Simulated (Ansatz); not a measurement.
Job for Ansatz (a program for electronic structure): R-CCSD(T)/def2-TZVPPD on GeH4 (SMILES [GeH4]). Files ending in .json are basis or fitting sets from the Basis Set Exchange. The run froze 14 orbitals, filled d shells among them.

Ansatz 0.2 input:
```yaml
crystal:
  periodic: [false, false, false]
  atoms:
    - {symbol: Ge, position_ang: [-0.00003256, 0.13432416, 0.16204605]}
    - {symbol: H, position_ang: [-1.52394075, 0.28526054, 0.22581372]}
    - {symbol: H, position_ang: [0.41839493, -1.23619423, 0.71575661]}
    - {symbol: H, position_ang: [0.68099087, 1.24488269, 0.97313318]}
    - {symbol: H, position_ang: [0.45958978, 0.23235918, -1.30488836]}
basis:
  gaussian:
    orbitals: def2-TZVPPD.json
magnetization: {spin_polarized: false}
correlation: {method: ccsd_t, electrons: outside_noble_gas}
scf: {lower_state_search: off}
```

Program output:

```
Functional definition: HF
[...]
these checks for a lower state are left out or cut short: stability, starts, cluster_reference, orbital_swaps, neighbouring_geometries, increment
integrals: 0.19 GiB planned
694 factors; integrals over basis functions are off by at most 6.9e-4 eV
mean field: 0.25 GiB planned
mean field evaluation 1: about -56535.9616 eV, gradient 1.0e1 eV
mean field evaluation 2: about -56535.9875 eV, gradient 1.0e1 eV
mean field evaluation 4: about -56536.5300 eV, gradient 2.2e0 eV
mean field evaluation 8: about -56536.5375 eV, gradient 1.1e-4 eV
mean field -56536.53753461 eV, -2077.6794325553 hartree, gradient 3.0e-6 eV, S^2 0.000000; 0 other end points of the search recorded, 0 dependent functions left out
14 core orbitals not correlated
reference -56536.53753461 eV, -2077.6794325553 hartree; 4, 4 occupied and 104, 104 virtual orbitals, 694 factors
second order -3.79135726 eV of doubles, -0.00000000 eV of singles
coupled cluster: 0.40 GiB planned
cycle   1  -4.35194870 eV  change   -5.6e-1 eV  update   5.4e-2
cycle   2  -4.56320586 eV  change   -2.1e-1 eV  update   1.9e-2
cycle   3  -4.56916176 eV  change   -6.0e-3 eV  update   4.1e-3
cycle   4  -4.56795678 eV  change    1.2e-3 eV  update   1.3e-3
cycle   5  -4.56760993 eV  change    3.5e-4 eV  update   3.7e-4
cycle   6  -4.56758044 eV  change    2.9e-5 eV  update   8.1e-5
cycle   7  -4.56759355 eV  change   -1.3e-5 eV  update   2.1e-5
cycle   8  -4.56759738 eV  change   -3.8e-6 eV  update   4.9e-6
perturbative correction -0.10090001 eV, -0.0037080068 hartree
Total energy: -56541.20603199 eV, -2077.8509966698 hartree
Checks for a lower state left out: stability, starts, cluster_reference, orbital_swaps, neighbouring_geometries, increment
```

Self-consistency was reached.

Cost: roughly 5 core-seconds.
